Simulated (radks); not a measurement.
Values are calculated unless marked as measured or tabulated.
The table gives one normalised radial function P(r) = r R(r) of Cl16+ in 1s1 (r in bohr). Code: a radial shooting solver on a logarithmic mesh with Libxc functionals. Model: non-relativistic Kohn-Sham, PBE, spin-polarised, spherical densities, point nucleus; open shells are filled with parallel spins first.

| r | P |
|---|---|
| 0.003179 | 0.4227 |
| 0.004009 | 0.5256 |
| 0.005016 | 0.6464 |
| 0.006275 | 0.7915 |
| 0.007914 | 0.9707 |
| 0.009901 | 1.1739 |
| 0.01239 | 1.4077 |
| 0.01562 | 1.6801 |
| 0.01954 | 1.9660 |
| 0.02445 | 2.2623 |
| 0.03083 | 2.5589 |
| 0.03858 | 2.8058 |
| 0.04826 | 2.9765 |
| 0.06086 | 3.0291 |
| 0.07614 | 2.9222 |
| 0.09526 | 2.6416 |
| 0.1201 | 2.1839 |
| 0.1503 | 1.6384 |
| 0.188 | 1.0823 |
| 0.2371 | 0.5952 |
| 0.2967 | 0.2724 |

Which n and l does it have? It may be an empty orbital.

Answer. n = 1, l = 0: the number of nodes gives n - l - 1 = 0, the rise at small r (about r^(l+1)) gives l, and the extent must fit the shell. The curve is that of 1s up; the table hardly tells the two spins apart. 1s up: eigenvalue -3823.7 eV, 0 radial nodes, <r> = 0.0884 bohr, 90 % of the charge inside 0.157 bohr.
